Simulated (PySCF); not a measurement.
## Simulated absorption spectrum

Species: CH₁₀FPSi₃.
Structure used (GFN2-xTB), in Å, numbered top down from 1:
```xyz
16
CH10FPSi3 angstrom
F     -0.5283   -1.9700    1.3483
Si     0.0098   -1.0338    0.1378
C     -1.1379    0.4763    0.0514
Si    -3.0070    0.1066    0.1252
Si     2.1895   -0.5096    0.7114
P      3.0282    0.9000   -0.8228
H     -0.1960   -1.9038   -1.0194
H     -0.8952    1.1565    0.8702
H     -0.9200    1.0262   -0.8649
H     -3.7273    1.3839    0.0698
H     -3.3232   -0.5768    1.3775
H     -3.3849   -0.7209   -1.0217
H      3.1160   -1.6512    0.6962
H      2.3260    0.0731    2.0593
H      2.3118    1.9993   -0.3887
H      4.1310    1.2533   -0.0734
```

Method: TDDFT B3LYP/def2-SVPD, vertical, gas phase, core orbitals frozen in the response (PySCF 2.14.0, density-fitted response routines).

Computed states:

```tsv
state	E (eV)	f
S1	5.48	0.022
S2	6.07	0.030
S3	6.16	0.023
S4	6.46	0.013
S5	6.68	0.124
S6	6.77	0.043
S7	6.92	0.0035
S8	6.93	0.069
```

Each state is given a Gaussian of 0.3 eV full width at half maximum, with ε(max) = 2.175×10⁸ f / Δν̃ (Δν̃ the width in cm⁻¹). The cross-section is σ = 3.8235×10⁻²¹ ε cm², given in Mb (10⁻¹⁸ cm²). The width is an assumption, not a result. The curve ends short of the highest state used, and states not computed would add to its high-energy end.

Q: What does the envelope look like, and where are its maxima?

A: 
| λ (nm) | σ (Mb) |
| --- | --- |
| 195.7 | 7.91 |
| 197.2 | 9.04 |
| 198.6 | 11.30 |
| 200.1 | 14.12 |
| 201.5 | 16.23 |
| 203.0 | 17.13 |
| 204.4 | 16.38 |
| 205.9 | 14.12 |
| 207.3 | 11.21 |
| 208.7 | 8.16 |
| 210.2 | 5.31 |
| 211.6 | 3.33 |
| 213.1 | 1.99 |
| 214.5 | 1.41 |
| 216.0 | 1.41 |
| 217.4 | 1.89 |
| 218.9 | 2.82 |
| 220.3 | 3.97 |
| 221.7 | 5.21 |
| 223.2 | 6.41 |
| 224.6 | 7.19 |
| 226.1 | 7.49 |
| 227.5 | 7.23 |
| 229.0 | 6.45 |
| 230.4 | 5.42 |
| 231.9 | 4.19 |
| 233.3 | 3.09 |
| 234.8 | 2.10 |
| 236.2 | 1.37 |
| 237.6 | 0.85 |
| 239.1 | 0.48 |
| 240.5 | 0.27 |
| 242.0 | 0.14 |
| 243.4 | 0.07 |
| 244.9 | 0.03 |
| 246.3 | 0.01 |

Maxima: 226 nm (5.48 eV), ε about 2000, made up of S1 (100%); 203 nm (6.11 eV), ε about 4500, made up of S2 (57%) and S3 (42%) (ε in L mol⁻¹ cm⁻¹; maxima over ε = 5, shares over 10%).

Q: Does any computed singlet lie in the visible range?

A: No computed singlet lies in the visible range (380 to 750 nm); the lowest, at 226 nm, stands 2.22 eV above its violet end (3.26 eV).

Q: What would ε be at 6.11 eV, the highest of these maxima, with half the width (0.15 eV)?

A: About 7450 L mol⁻¹ cm⁻¹ against 4480, a factor of about 1.7; a lone state at its own centre would give exactly 2.

Q: Coming from long wavelengths, where does ε first pass 100 L mol⁻¹ cm⁻¹?

A: At about 240 nm (5.17 eV), 0.31 eV below S1.

One conformer stands for the species.
